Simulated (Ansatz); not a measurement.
Basis-set extrapolation for CH₃BClFOSi, SMILES `FB1OC1[SiH2]Cl` (PBE0-D4/def2-TZVP geometry, frozen core, Ansatz 0.2.0). Multiplicity 1, RHF reference.

```json
{"": "HF", "def2-TZVPP": "-987.261242", "def2-QZVPP": "-987.293886"}
{"": "MP2 correlation", "def2-TZVPP": "-1.039404", "def2-QZVPP": "-1.127834"}
{"": "CCSD(T) correlation", "def2-TZVPP": "-1.119683", "def2-QZVPP": "not run"}
```

Energies in hartree. Use E(X) = E(∞) + A·exp(−7.88·√X) for Hartree–Fock and E(X) = E(∞) + B·X^(−2.97) for correlation, with X = 3 and 4, and add CCSD(T) minus MP2 of the smaller set to the MP2 limit.

**Question.** What is the CCSD(T) energy at the basis-set limit?

**Answer.** HF limit: -987.293886 + (-0.032644) × 0.13774 = -987.29838. MP2 limit: -1.127834 + (-0.088430) × 0.74074 = -1.19334. Higher-order term: -1.119683 − (-1.039404) = -0.08028. Total: -988.57200 hartree, 119.9 kcal/mol below CCSD(T)/def2-TZVPP.
